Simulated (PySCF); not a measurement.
monofluorogermane, FGeH₃, SMILES [F][GeH3], point group C3v.

Level: PBE0/pcSseg-2 in PySCF (density fitting, grid level 2); geometry and Hessian at that level, cubic constants and property derivatives from steps of ±0.6 along each species' dimensionless normal coordinates, second-order vibrational perturbation theory. The parent has the commonest isotopes.

Equilibrium geometry (Å):

```json
{"atom": "F1", "x": "1.6424", "y": "0.1556", "z": "0.1152"}
{"atom": "Ge2", "x": "-0.0838", "y": "-0.0062", "z": "-0.0210"}
{"atom": "H3", "x": "-0.5851", "y": "1.2878", "z": "-0.6675"}
{"atom": "H4", "x": "-0.6089", "y": "-0.1910", "z": "1.4051"}
{"atom": "H5", "x": "-0.3302", "y": "-1.2348", "z": "-0.9005"}
```

An isotope shift is δ(isotopologue) − δ(parent), that is, the negative of the change in the averaged GIAO shielding; n counts bonds from the nearest label (0: the labelled atom itself). These are computed values; those of heavy atoms are rounded to 5 ppb, about the numerical noise.

(1) What isotope shifts arise with ²H at 3?

(2) What isotope shifts arise with ²H at 3, ²H at 4?

Spin–orbit effects of the heavy atoms on shieldings are missing.

Results:

(1) 
```
nucleus  n  0 K (ppb)  100 K (ppb)
     H3  0        -72          -71
     F1  2       -625         -625
     H4  2        -12          -13
     H5  2        -12          -12
```

(2) 
```csv
nucleus,n,0 K (ppb),100 K (ppb)
H3,0,-85,-85
H4,0,-86,-85
F1,2,-1245,-1245
H5,2,-24,-24
```
